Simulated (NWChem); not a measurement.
Species: SiH$_{3}$Cl; SMILES [SiH3]Cl

```xyz
5

Si     0.0000     0.0000    -0.9600
Cl     0.0000     0.0000     1.1078
H     -0.7872    -1.1686    -1.4420
H      1.4056    -0.0975    -1.4420
H     -0.6184     1.2661    -1.4420
```
Atoms are numbered in this order, from 1.

Computed with NWChem. Coordinates come from a PBE0/def2-SVP optimisation. Level: PBE0/def2-SVP with SMD (1 M gas to 1 M solution), gas-phase geometry. Reactions with the solvent are ignored.

For solvent n-hexane:

```
Item                                         Result
-------------------------------------------  ------
solvation free energy (kcal/mol)               -1.6
cavity-dispersion-structure term (kcal/mol)    -1.2
dipole in solution (D)                         1.54
```

Problem. What are these values for solvent water?

Solution. The solvation free energy (kcal/mol) comes out as 1.0, the cavity-dispersion-structure term (kcal/mol) is 2.0 and the dipole in solution (D) is 1.74.
